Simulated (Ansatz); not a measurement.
Results of the Gaussian-basis code of Ansatz.

A structure relaxed at PBE0-D4/def2-TZVP, charge 0, multiplicity 1:

Cartesian coordinates in Å:
```
C 0.429 -1.578 -0.318
C 0.224 -0.076 -0.223
C -0.087 0.531 -1.580
O -0.838 0.193 0.659
In -0.644 1.234 2.339
H 0.671 -1.995 0.663
H -0.488 -2.055 -0.673
H 1.241 -1.825 -1.007
H 1.164 0.374 0.143
H -0.213 1.613 -1.497
H -1.017 0.110 -1.970
H 0.715 0.331 -2.297
H 0.965 1.769 2.592
H -2.124 1.372 3.170
```

**Question.** Give its formula and SMILES.

**Answer.** C3H9InO, `CC(C)[O][InH2]`.

**Question.** Point group (tolerance 0.08 Å, 0.16 Å for H)?

**Answer.** Cs.

**Question.** Summarise the bond lengths by kind.

**Answer.** 2 × C–C 1.519 Å; 7 × C–H 1.093 to 1.105 Å; 1 × C–O 1.407 Å; 1 × In–O 1.986 Å; 2 × H–In 1.703 to 1.713 Å.
